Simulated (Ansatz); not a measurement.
Molecule: CH3AlCl2O, net charge 0, singlet state. SMILES: [Cl][Al]([O]C)[Cl]
Structure (B3LYP-D3(BJ)/def2-TZVP (Ansatz, a quantum-chemistry and plane-wave program) minimum search):
```xyz
8

C     -2.7421    -0.2858     0.2119
O     -1.4298    -0.7777     0.0337
Al     0.0989    -0.1139    -0.0228
Cl     0.3767     1.9437     0.2035
Cl     1.7351    -1.3606    -0.3224
H     -3.1894    -0.7540     1.0913
H     -3.3472    -0.5400    -0.6611
H     -2.7599     0.7996     0.3461
```

Wanted: vertical triplet-singlet gap (E(triplet) - E(singlet); each state is the SCF solution reached for its spin; for the triplet the Hartree-Fock reference is unstable and T1 is 0.025), in kJ/mol. Cores are frozen in the correlated levels unless marked. UHF or UKS for open shells. Spin-orbit coupling is left out. No relativistic terms. CBS(X,Y): correlation extrapolated as X^-3; Hartree-Fock from the larger set.

```csv
level,program,vertical triplet-singlet gap (kJ/mol)
PBE/def2-TZVPD,Ansatz,526.5
r2SCAN/def2-TZVPD,Ansatz,564.9
BHLYP/def2-TZVPD,Ansatz,616.0
wB97X-V/def2-TZVPD,Ansatz,644.7
B2PLYP/def2-TZVPD,Ansatz,626.9
"RI-MP2/CBS(aug-cc-pV(T+d)Z,aug-cc-pV(Q+d)Z)",Ansatz,708.5
```
